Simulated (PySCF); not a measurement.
F(2+) (fluorine, charge +2) across methods

[He] 2s2 2p3, high-spin 4S determinant. All numbers are calculated (PySCF 2.14, scalar relativity by spin-free X2C-1e, in ANO-RCC-VTZP (4s3p2d1f, 30 functions)).

| method | E (hartree) | mean ε 2s α (eV) | mean ε 2s β (eV) | mean ε 2p α (eV) | Σ⟨r²⟩ (bohr²) | ⟨S²⟩ |
| --- | --- | --- | --- | --- | --- | --- |
| wB97X | -97.9053 | -77.168 | -68.514 | -57.093 | 5.043 | 3.752 |
| UHF | -97.69673 | -88.185 | -70.938 | -63.882 | 5.042 | 3.754 |
| r2SCAN | -97.8834 | -72.943 | -63.551 | -52.846 | 5.047 | 3.752 |
| wB97M-V | -97.9035 | -77.225 | -68.926 | -57.079 | 5.069 | 3.752 |
| PBE | -97.8118 | -70.485 | -63.350 | -51.595 | 5.075 | 3.751 |
| revPBE | -97.8843 | -70.552 | -63.360 | -51.566 | 5.071 | 3.751 |
| LC-wPBE | -97.8480 | -76.686 | -68.870 | -57.287 | 5.077 | 3.751 |
| LDA | -97.2418 | -69.989 | -63.193 | -51.629 | 5.092 | 3.751 |
| PBE0 | -97.8309 | -75.101 | -65.727 | -54.847 | 5.059 | 3.752 |
